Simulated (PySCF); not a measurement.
Partial charges of `C#Cc1cc(O)ccc1[O-]`

Species: C8H5O2 (charge -1).
Geometry (GFN2-xTB, Å), atoms numbered from 1 in this order:
```xyz
15
C8H5O2 angstrom
C      3.3196   -0.8763    0.1535
C      2.1912   -0.4615    0.0735
C      0.8609   -0.0127   -0.0034
C     -0.1645   -0.9484    0.1109
C     -1.4901   -0.5723    0.0583
O     -2.5271   -1.5141    0.1741
C     -1.8093    0.7728   -0.1098
C     -0.8158    1.7098   -0.2297
C      0.5834    1.3954   -0.1898
O      1.4717    2.2740   -0.3053
H      4.3163   -1.2014    0.2150
H      0.0960   -1.9977    0.2459
H     -2.1050   -2.3719    0.2887
H     -2.8542    1.0591   -0.1421
H     -1.0777    2.7533   -0.3617
```

Density: PBE0/pcSseg-1 (PySCF); schemes: Mulliken, IAO, Hirshfeld and ESP-fitted. The structure is a single GFN2-xTB conformer in the gas phase; no vibrational or solvent corrections. The pcSseg-1 basis has no diffuse functions, a weakness for an anion.

**Question.** For which atoms does the sign change between the 4 schemes (beyond +0.03 e in one, beyond −0.03 e in another)?

**Answer.** C2. Atomic charges aren't observables, and each scheme defines them in its own way.

**Question.** At which atom do the 4 schemes differ most?

**Answer.** At C2: from -0.057 (Hirshfeld) to +0.520 e (Mulliken), 0.577 e apart.

**Question.** Which atoms carry the highest charge in the Mulliken, IAO, Hirshfeld and ESP-fitted schemes?

**Answer.** The schemes don't all agree: Mulliken C2 (+0.520); IAO H13 (+0.341); Hirshfeld H13 (+0.150); ESP-fitted C9 (+0.584).

**Question.** Tabulate the Mulliken, IAO, Hirshfeld and ESP-fitted charges.

**Answer.** In e:

```
atom                     environment  Mulliken     IAO  Hirshfeld  ESP-fitted
  C1          terminal alkyne carbon    -0.492  -0.356     -0.204      -0.612
  C2                   alkyne carbon    +0.520  +0.024     -0.057      +0.132
  C3     substituted aromatic carbon    -0.544  -0.148     -0.067      -0.120
  C4              aromatic CH carbon    -0.039  -0.205     -0.106      -0.429
  C5  aromatic carbon bearing oxygen    +0.122  +0.118     +0.004      +0.276
  O6              phenol-type oxygen    -0.451  -0.530     -0.246      -0.631
  C7              aromatic CH carbon    -0.068  -0.193     -0.100      -0.202
  C8              aromatic CH carbon    -0.204  -0.246     -0.112      -0.496
  C9  aromatic carbon bearing oxygen    +0.351  +0.281     +0.045      +0.584
 O10                aryloxide oxygen    -0.538  -0.636     -0.420      -0.692
 H11                 alkyne hydrogen    +0.002  +0.171     +0.053      +0.290
 H12               aromatic hydrogen    +0.043  +0.119     +0.021      +0.174
 H13   phenol-type hydroxyl hydrogen    +0.211  +0.341     +0.150      +0.403
 H14               aromatic hydrogen    +0.051  +0.130     +0.024      +0.158
 H15               aromatic hydrogen    +0.036  +0.130     +0.016      +0.165
```

Mean size of the charges over all atoms: ESP-fitted 0.358 e, Mulliken 0.245 e, IAO 0.242 e, Hirshfeld 0.108 e. Each set sums to the total charge, -1, to within 0.001 e. The Hirshfeld scheme weights the molecular density at each point by an atom's share of the summed free-atom densities. The IAO scheme counts the electrons in orthogonalised intrinsic atomic orbitals, a minimal basis polarised so that it spans the occupied orbitals exactly.

**Question.** Sum the charges by element.

**Answer.** 
| element | atoms | Mulliken | IAO | Hirshfeld | ESP-fitted |
| --- | --- | --- | --- | --- | --- |
| C | 8 | -0.354 | -0.725 | -0.597 | -0.868 |
| O | 2 | -0.989 | -1.166 | -0.666 | -1.322 |
| H | 5 | +0.343 | +0.891 | +0.264 | +1.190 |

**Question.** How closely do the schemes follow one another over all atoms?

**Answer.** Correlation coefficient and root-mean-square difference: IAO with Hirshfeld 0.97, 0.153 e; IAO with ESP-fitted 0.96, 0.152 e; Hirshfeld with ESP-fitted 0.89, 0.287 e; Mulliken with IAO 0.80, 0.192 e; Mulliken with ESP-fitted 0.79, 0.245 e; Mulliken with Hirshfeld 0.72, 0.235 e.

These values come from a run that also computed NMR shieldings. The run took 36 s (grids of density and orbitals included) on one thread, Arm Neoverse V2 (aarch64), no GPU (shared host), and the process peaked at 0.85 GiB of memory.
